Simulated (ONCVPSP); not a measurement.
**Plane-wave convergence, ONCV potential for samarium**

Sm (Z = 62), optimised norm-conserving Vanderbilt (ONCV), made with ONCVPSP 4.0.1 (LDA (Perdew-Wang 92), scalar-relativistic). Core [Kr] 4d10, reference 4f6 5s2 5p6 6s1.5 (charge +0.5). Waves: 5s+6s: rc 2.65 bohr, ncon 3, nbas 7, qcut 3.6 1/bohr, 2 projectors; 5p: rc 2.50 bohr, ncon 4, nbas 7, qcut 4.4 1/bohr, 3 projectors, debl 0.5 Ha; d scattering state at 0.27 Ha: rc 2.20 bohr, ncon 3, nbas 8, qcut 4.6 1/bohr, 2 projectors, debl 1.1 Ha; 4f: rc 1.05 bohr, ncon 4, nbas 8, qcut 17.1 1/bohr, 1 projector. Local part: polynomial inside 1.05 bohr (lpopt 5, dvloc0 6 Ha). Core correction: Teter function, fcfact 1.75, rcfact 1.4.

In the p channel the program set the typed energies aside and used -0.966, 0.250, 0.750 Ha. In the d channel the program set the typed energies aside and used 0.050, 1.150 Ha.

Question: For each optimised wave give the share of its norm inside rc, the residual kinetic energy above qcut (Ha) and the cutoffs (Ha) for errors of 10, 1, 0.1 and 0.01 mHa per electron.

Answer:

| wave | norm inside rc | residual KE | 10 mHa | 1 mHa | 0.1 mHa | 0.01 mHa |
| --- | --- | --- | --- | --- | --- | --- |
| 5s | 0.985 | 3.2e-06 | 2.7 | 3.6 | 4.6 | 5.6 |
| 6s | 0.131 | 5.0e-05 | 2.1 | 3.0 | 5.2 | 21.4 |
| 5p | 0.912 | 1.3e-06 | 4.8 | 6.4 | 7.6 | 8.9 |
| p projector 2 | 0.064 | 1.9e-05 | 3.8 | 5.3 | 6.9 | 14.9 |
| p projector 3 | 0.135 | 7.8e-05 | 4.5 | 6.0 | 8.0 | 18.1 |
| d projector 1 | 0.100 | 3.4e-06 | 4.2 | 6.4 | 8.3 | 9.9 |
| d projector 2 | 0.120 | 2.9e-05 | 6.1 | 8.2 | 9.8 | 12.2 |
| 4f | 0.647 | 1.4e-05 | 101.2 | 116.8 | 129.3 | 245.5 |

The occupied waves need 117 Ha and 129 Ha for 1 and 0.1 mHa. Note: ghosts flagged at negative energy: s at -34.7 eV; GHOST(+) flagged for p at 180.4 eV. A true bound ghost makes a file unfit for plane-wave use. Tests left out (the all-electron energies of this program are off by 10 to 40 meV for near-neutral 4f atoms).
